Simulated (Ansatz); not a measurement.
`B[SiH](C)C` at its PBE0-D4/def2-TZVP geometry, where that method's forces vanish. Charge 0, multiplicity 1.

```xyz
13

B    -1.6284    0.0635    1.2485
Si   -0.0051   -0.3930    0.1562
C    -0.2943   -0.3097   -1.6982
C     1.5230    0.5930    0.6275
H    -1.5372    0.4685    2.3727
H    -2.7383   -0.1205    0.8358
H     0.2262   -1.8299    0.5331
H    -0.4880    0.7178   -2.0173
H     0.5774   -0.6720   -2.2486
H    -1.1552   -0.9173   -1.9857
H     1.7232    0.5129    1.6983
H     1.3930    1.6519    0.3893
H     2.4035    0.2348    0.0885
```

Question: What forces (eV/Å) does PBE-D4/def2-TZVPP give on these atoms in the Gaussian-basis code of Ansatz? (Estimate.)

Answer: The calculation gave: 
```
B1   0.098 -0.056 -0.055
Si2 -0.163  0.101  0.088
C3   0.008 -0.024  0.017
C4  -0.004 -0.030  0.002
H5   0.009  0.047  0.119
H6  -0.119 -0.017 -0.045
H7   0.013 -0.159  0.051
H8  -0.036  0.190 -0.060
H9   0.164 -0.066 -0.114
H10 -0.162 -0.111 -0.061
H11  0.042 -0.009  0.201
H12 -0.024  0.196 -0.043
H13  0.174 -0.061 -0.101
```
